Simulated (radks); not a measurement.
Q: Coherent X-ray form factor from a spherical all-electron density. Method: scalar-relativistic Kohn-Sham, AM05, spin-polarised, spherical densities, point nucleus; computed with a radial shooting solver on a logarithmic mesh with Libxc functionals.

| sin(theta)/lambda (1/angstrom) | f0 (electrons) |
|---|---|
| 0.05 | 68.108 |
| 0.1 | 65.795 |
| 0.15 | 62.715 |
| 0.2 | 59.302 |
| 0.25 | 55.779 |
| 0.3 | 52.301 |
| 0.4 | 45.894 |
| 0.5 | 40.460 |
| 0.6 | 35.899 |
| 0.8 | 28.694 |
| 1 | 23.473 |
| 1.25 | 19.169 |
| 1.5 | 16.503 |
| 2 | 13.001 |

The species is in the configuration that NIST lists as its ground one. Which atom or ion scatters so?

A: The ytterbium ion Yb+, [Xe] 4f14 6s1. Extrapolating in s^2 from the first two rows gives f0(0) = 68.9, near the electron count 69; among species with that count, the fall with angle is slower the higher Z, and the table is that of Z = 70; from so few rows the species is fixed only to a neighbour or two.
